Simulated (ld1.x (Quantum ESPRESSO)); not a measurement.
# C (Z = 6): TM pseudisation with BLYP, scalar-relativistic reference atom.

- Element: C
- Generator: ld1.x (Quantum ESPRESSO) 7.5
- Type: norm-conserving Troullier–Martins (Kleinman–Bylander form)
- Functional: BLYP
- Relativity: scalar-relativistic
- Frozen core: [He]
- Valence charge: 4
- Reference configuration: 2s2 2p2
- Partial waves: 2p (bound): rc 1.75 bohr; 2s (bound): rc 1.05 bohr
- Local potential: the s channel
- Core correction: none

All-electron outer shells of the reference configuration (BLYP, scalar-relativistic, ld1.x):

| shell | level (eV) | outermost node (bohr) | outermost maximum (bohr) |
| --- | --- | --- | --- |
| 1s | -273.94 | – | 0.17 |
| 2s | -13.61 | 0.38 | 1.20 |
| 2p | -5.24 | – | 1.19 |

Calculated quality:

* Cutoffs needed: 40 Ry and 90 Ry (the cutoffs (Ry, on a coarse ladder) from which the occupation-weighted sum of valence levels, in a spherical-Bessel basis at the reference potential, stays within 10 and 1 mRy of its value at 400 Ry)
* Ghost test: no extra level below or beside the all-electron valence levels (p, s, d, f tested) (spherical-Bessel basis up to 400 Ry, 20 bohr box)
* Largest excitation error: +520 meV (all-electron minus pseudo) for 2s1 2p0, out of 7 test configurations

Generation and tests took about 2.9 s on one core of a shared server CPU.
